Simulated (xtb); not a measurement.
BrSi, SMILES Br[Si] (connectivity only; charge and spin as stated), charge +1, multiplicity 1. All values are semi-empirical tight-binding results from xtb (GFN2-xTB unless named), good for trends rather than for accurate numbers. The structure is a stationary point at GFN2-xTB. The multiplicity is an assumed one; other spin states were not compared.

```
Property                                          Result
----------------------------------------  --------------
point group as xtb finds it                          C∞v
orbital gap                                      3.22 eV
static polarisability (D4 model)              52.6 bohr³
solvation energy, GFN2-xTB/ALPB(water)    -46.8 kcal/mol
solvation energy, GFN2-xTB/ALPB(acetone)  -43.3 kcal/mol
```
